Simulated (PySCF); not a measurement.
# Working with the constants of CaBe

BLYP constants of CaBe, ¹Σ⁺ (singlet), closed shell (PySCF, no relativity, basis sets Ca pcseg-1, Be pcseg-1; masses 39.9626 and 9.0122 u):

```
ωe            : 154.3 cm⁻¹
ωexe          : 3.76 cm⁻¹
Be            : 0.20208 cm⁻¹
αe            : 0.00511 cm⁻¹
De to Ca + Be : 0.154 eV
```

What force constant and bond length do these constants imply?

Reduced mass μred = 7.3538 u; k = 5.8918×10⁻⁷·μred·ωe² (u, cm⁻¹, mdyn/Å) = 0.103 mdyn/Å; Re = √(16.8576/(μred·Be)) (u, cm⁻¹, Å) = 3.368 Å.

Estimate the centrifugal constant D from the Kratzer relation and find the Dunham coefficient a1.

D = 4Be³/ωe² = 1.39e-06 cm⁻¹; a1 = −1 − αeωe/(6Be²) = -4.22.

Closed-shell solutions of metal pairs were not tested for spin polarisation, which can lower them a little. The bond is weak. Basis-set superposition, not corrected here, can be much of De in a small basis, most of all at correlated wavefunction levels. Functionals without a dispersion term scatter widely for such bonds, and LDA overbinds them.
